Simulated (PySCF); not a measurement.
Species: C₆H₇NO₂S.
Z-matrix (Å and degrees, GFN2-xTB geometry), rows numbered from 1:
```
C 
S   1  1.8090
O   2  1.4388  1  109.70
O   2  1.4385  1  109.47  3   129.89
C   2  1.8112  1  104.27  3  -115.14
C   5  1.3826  2  119.18  1   175.19
C   6  1.3868  5  117.57  2   179.47
C   7  1.3877  6  118.65  5     0.14
C   8  1.3869  7  118.59  6    -0.08
N   5  1.3167  2  116.31  1    -5.24
H   1  1.0812  2  107.82  3    50.48
H   1  1.0810  2  107.50  3   170.80
H   1  1.0829  2  107.39  3   -69.47
H   6  1.0772  5  119.60  2    -0.70
H   7  1.0798  6  120.61  5  -179.86
H   8  1.0787  7  120.95  6   179.91
H   9  1.0814  8  121.55  7   179.91
```

Definitions: NICS(0) = −σiso at the ring centroid; NICS(1) = −σiso and NICS(1)zz = −σzz at ±1 Å along the ring normal z. Level: GIAO PBE0/pcSseg-1 (PySCF, non-relativistic, gas phase) on the GFN2-xTB geometry, one conformer.

Ring bond lengths (Å), with Mayer bond orders in brackets: C5–C6 1.383 (1.31), C6–C7 1.387 (1.44), C7–C8 1.388 (1.42), C8–C9 1.387 (1.41), C9–N10 1.325 (1.47), N10–C5 1.317 (1.47).

What do the NICS probes read (ppm)?

| ring | type | NICS(0) | NICS(1), two faces | NICS(1)zz, two faces | rms pucker (Å) | centre to ring atoms, mean (Å) |
| --- | --- | --- | --- | --- | --- | --- |
| C5–C6–C7–C8–C9–N10 | 6-membered ring with N; formal bonds all aromatic | -8.2 | -11.5 / -11.4 | -28.4 / -28.3 | 0.00 | 1.36 |

What do they say, and how far can they be read as aromaticity?

- C5–C6–C7–C8–C9–N10: mean NICS(1)zz -28.4 ppm, shielded. The ring is flat and has no four-coordinate atom; by the NICS criterion it is aromatic.

And the bond-length index? HOMA = 1 − mean of α(R − Ropt)² over the ring bonds, with Krygowski's 1993 parameters (CC: Ropt 1.388 Å, α 257.7 Å⁻²; CN: Ropt 1.334 Å, α 93.52 Å⁻²).

- C5–C6–C7–C8–C9–N10: HOMA 0.99; the largest term is that of N10–C5, α(R − Ropt)² = 0.03. The geometric and the magnetic index point the same way.

What is the mean of the two in-plane components of NICS at the first NICS(1) probe listed for ring C5–C6–C7–C8–C9–N10, 1 Å off the ring?

The isotropic value is a third of the trace: (3 × -11.5 − (-28.4))/2 = -3.1 ppm.

How shielded are the nuclei of the rings and their hydrogens (means over atoms taken as equivalent)?

| atoms | environment | σ isotropic (ppm) |
| --- | --- | --- |
| C5 | substituted aromatic carbon | 14.7 |
| C6 | aromatic CH carbon | 62.3 |
| C7 | aromatic CH carbon | 42.3 |
| C8 | aromatic CH carbon | 55.5 |
| C9 | aromatic CH next to a ring nitrogen | 33.7 |
| N10 | pyridine-type nitrogen | -66.4 |
| H14 | aromatic hydrogen | 23.60 |
| H15 | aromatic hydrogen | 23.46 |
| H16 | aromatic hydrogen | 24.12 |
| H17 | aromatic hydrogen | 22.95 |
